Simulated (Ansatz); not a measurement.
Species: BClF, charge 0, doublet. BClF (SMILES F[B]Cl, doublet).
B3LYP-D3(BJ)/def2-TZVP minimum from Ansatz (an electronic-structure program):
```
B
F 1 1.3038
Cl 1 1.7458 2 122.88
```
Charge 0, spin multiplicity 2.

Wanted: atomisation energy (electronic, to ground-state atoms), in kcal/mol. Open shells are spin-unrestricted; no spin-orbit coupling. CBS(X,Y): correlation extrapolated as X^-3, Hartree-Fock from the larger set (Q,5: extrapolated as (X+1)exp(-9√X)). A bracket is a step between two methods taken in the basis named. Functionals run without relativity, which enters their misses. Double hybrids freeze cores in their MP2 part. '+ core + X2C': CCSD(T) terms for core correlation (cc-pwCVTZ, 1s frozen past Ne) and scalar relativity (cc-pVTZ-DK). For partners of very few electrons the exact lower level stands in for a higher one.

CCSD(T)/CBS(cc-pV(Q+d)Z,cc-pV(5+d)Z) + [CCSDT(Q) - CCSD(T)]/cc-pV(T+d)Z + core + X2C (Ansatz) gives 249.4 kcal/mol.

Problem. What does PBE/def2-TZVPD (Ansatz) give here, and how do the other levels compare?

Solution. PBE gives 262.7 kcal/mol, 13.3 kcal/mol above it. Differences of the others: r2SCAN/def2-TZVPD (Ansatz) 9.6; B3LYP/def2-TZVPD (Ansatz) -1.9; wB97M-V/def2-TZVPD (Ansatz) 0.9; B2PLYP/def2-TZVPD (Ansatz) -0.7; CCSD(T)/CBS(cc-pV(Q+d)Z,cc-pV(5+d)Z) + core + X2C (Ansatz) -0.1 kcal/mol. Nearer than PBE: r2SCAN/def2-TZVPD, B3LYP/def2-TZVPD, wB97M-V/def2-TZVPD, B2PLYP/def2-TZVPD, CCSD(T)/CBS(cc-pV(Q+d)Z,cc-pV(5+d)Z) + core + X2C.
